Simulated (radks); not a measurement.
All-electron atom: Eu3+ in [Kr] 4d10 4f6 5s1 5p6 6s1 (not the ground configuration).

Method: Dirac Kohn-Sham, LDA (Slater exchange, VWN5 correlation), spin-unpolarised, spherical densities, finite nucleus; open shells fill j = l - 1/2 first; Fermi nuclear charge, rms radius 5.1115 fm; computed with a radial shooting solver on a logarithmic mesh with Libxc functionals.

Energy parts (hartree):
total: -10840.6345
kinetic: 11782.9691
electron-nucleus: -26526.2411
Hartree: 4137.0107
exchange-correlation: -234.3732

Orbitals (lengths in bohr, moments of r in powers of bohr; r(max) is where P^2 peaks):
orbital  occ.  eigenvalue (hartree)   r(max)      <r>      <r^4>  small-component weight
1s1/2       2             -1775.196  0.01421  0.02234  1.229e-06                5.49e-02
2s1/2       2             -292.6058  0.08079  0.09466  0.0001959                1.21e-02
2p1/2       2             -277.8040  0.06108  0.07910  0.0001214                1.22e-02
2p3/2       4             -254.0191  0.06681  0.08583  0.0001579                1.13e-02
3s1/2       2             -65.48968   0.2293   0.2495   0.007681                3.81e-03
3p1/2       2             -59.07657   0.2163   0.2390   0.006999                3.75e-03
3p3/2       4             -54.23091   0.2285   0.2519   0.008526                3.51e-03
3d3/2       4             -43.08085   0.1817   0.2237   0.006217                3.39e-03
3d5/2       6             -42.02547   0.1851   0.2277   0.006609                3.32e-03
4s1/2       2             -14.12229   0.5277   0.5658     0.1903                1.21e-03
4p1/2       2             -11.64323   0.5324   0.5784     0.2173                1.14e-03
4p3/2       4             -10.56424   0.5586   0.6078     0.2645                1.05e-03
4d3/2       4              -6.47006   0.5678   0.6457     0.3804                8.90e-04
4d5/2       6              -6.27563   0.5763   0.6561     0.4051                8.67e-04
5s1/2       1              -2.89309    1.211    1.332      5.755                2.76e-04
5p1/2       2              -2.18287    1.310    1.469      8.841                2.27e-04
5p3/2       4              -2.01680    1.380    1.548      10.88                2.07e-04
4f5/2       6              -1.47882   0.5816   0.8527      2.059                5.19e-04
4f7/2       0              -1.45327   0.5864   0.8619      2.159                5.11e-04
6s1/2       1              -0.91191    2.830    3.035      146.4                6.46e-05

The highest occupied level is 6s1/2 at -24.814 eV. The configuration is held as typed, so some empty levels lie below it. The electron density at the nucleus is 5.766e+05 e/bohr^3.

Run on one thread of a shared host, so times are rough (Intel(R) Xeon(R) Platinum 8559C): 0.15 s of CPU time, 0.15 s wall, 15 iterations on 2259 mesh points.
